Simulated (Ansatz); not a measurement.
Ansatz (an electronic-structure program) input:

Ansatz 0.2 input:
```yaml
crystal:
  periodic: [false, false, false]
  atoms:
    - {symbol: Br, position_ang: [-0.00000000, -0.00000000, -1.76654860]}
    - {symbol: B, position_ang: [0.00000000, 0.00000000, 0.00000000]}
    - {symbol: Br, position_ang: [0.00000000, 0.00000000, 1.76654860]}
basis:
  gaussian:
    orbitals: cc-pVDZ
total_charge: 1
magnetization: {spin_polarized: false}
correlation: {method: ccsd_t, electrons: outside_noble_gas}
```

Task: Predict the final energy.

Result: -5169.53701 Eh (CCSD(T)/cc-pVDZ). The basis has 68 functions.
